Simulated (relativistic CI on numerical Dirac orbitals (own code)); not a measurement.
# Fe⁺ in a cubic cluster: 2p photoemission with charge transfer

Computed with a charge-transfer multiplet model of a cubic metal-ligand cluster with up to 2 ligand holes, Slater and spin-orbit integrals from Dirac-Coulomb-Breit ions, Slater integrals scaled by 0.9. The parameters are those of a tetrahedral site (10Dq negative, t2 hopping the larger). The ground state mixes d7 with configurations of k ligand holes L, whose averages lie at kΔ + k(k − 1)U_dd/2; a core hole lowers each added d electron by U_cd. 300 K, Lorentzian 0.6 eV and Gaussian 0.8 eV FWHM.

Atomic integrals in eV (Slater integrals scaled, ζ unscaled), ground: F2dd 8.720, F4dd 5.369, zeta_d 0.042; with the core hole: F2dd 10.545, F4dd 6.555, zeta_d 0.067, zeta_core 8.135, F2cd 6.142, G1cd 4.566, G3cd 2.594.

Cluster parameters (eV): U_dd = 6.2, U_cd = 7.3, 10Dq = -0.4, 10Dq(ligand) = 0, V(eg) = 0.78, V(t2g) = -1.32, final-state hopping factor = 0.9.

```csv
Case,n_d,d7,d8L,d9L2,S
Δ = 8 eV,7.05,0.95,0.05,0.00,1.50
Δ = 9 eV,7.04,0.96,0.04,0.00,1.50
Δ = 10 eV,7.04,0.96,0.04,0.00,1.50
Δ = 11 eV,7.03,0.97,0.03,0.00,1.50
Δ = 12 eV,7.03,0.97,0.03,0.00,1.50
```

Weights, n_d and S are thermal averages at 300 K. Binding energies count from the first peak over 30 % of the highest in each spectrum, which can be another peak from case to case. The parameters are a model scan and need not match a compound or its usual spin state. Peaks in eV (height, largest 100):
- Δ = 8 eV: 0.0 (92), 1.3 (100), 5.1 (26), 14.1 (65), 18.3 (13)
- Δ = 9 eV: 0.0 (88), 1.4 (100), 14.2 (65), 18.9 (8)
- Δ = 10 eV: 0.0 (85), 1.5 (100), 4.2 (25), 14.3 (65)
- Δ = 11 eV: 0.0 (84), 1.5 (100), 4.6 (25), 14.3 (65)
- Δ = 12 eV: 0.0 (83), 1.5 (100), 4.7 (25), 14.3 (65)

Curve for Δ = 8 eV (points under 2 left out, the grid thinned):

(E (eV), Intensity): (-3.5, 2.0), (-2.9, 2.8), (-2.4, 3.9), (-1.8, 6.7), (-1.2, 15.7), (-0.7, 44.1), (-0.1, 90.8), (0.4, 83.7), (1.0, 95.1), (1.6, 90.2), (2.1, 58.7), (2.7, 39.5), (3.3, 32.9), (3.8, 29.6), (4.4, 27.2), (5.0, 26.4), (5.5, 25.9), (6.1, 20.6), (6.6, 14.1), (7.2, 8.6), (7.8, 7.4), (8.3, 6.9), (8.9, 5.9), (9.5, 5.5), (10.0, 4.6), (10.6, 3.5), (11.2, 3.8), (11.7, 5.2), (12.3, 10.7), (12.8, 26.3), (13.4, 53.2), (14.0, 64.7), (14.5, 55.3), (15.1, 33.4), (15.7, 23.6), (16.2, 16.4), (16.8, 11.1), (17.4, 10.2), (17.9, 12.0), (18.5, 12.9), (19.0, 8.4), (19.6, 4.3), (20.2, 3.6), (20.7, 3.1), (21.3, 2.1)

For the case Δ = 9 eV, Δ = 9 eV is larger than U_dd = 6.2 eV, the Mott-Hubbard side of the Zaanen-Sawatzky-Allen scheme. With the core hole the configuration with one ligand hole lies at Δ − U_cd = 0.7, 1.7, 2.7, 3.7, 4.7 eV from the one without, in the order of the table; where this is negative the screened configuration lies lower, though the effective hopping of about 2.0 eV (from the holes of the mixed ground state) mixes the two strongly wherever it is as large as the gap.
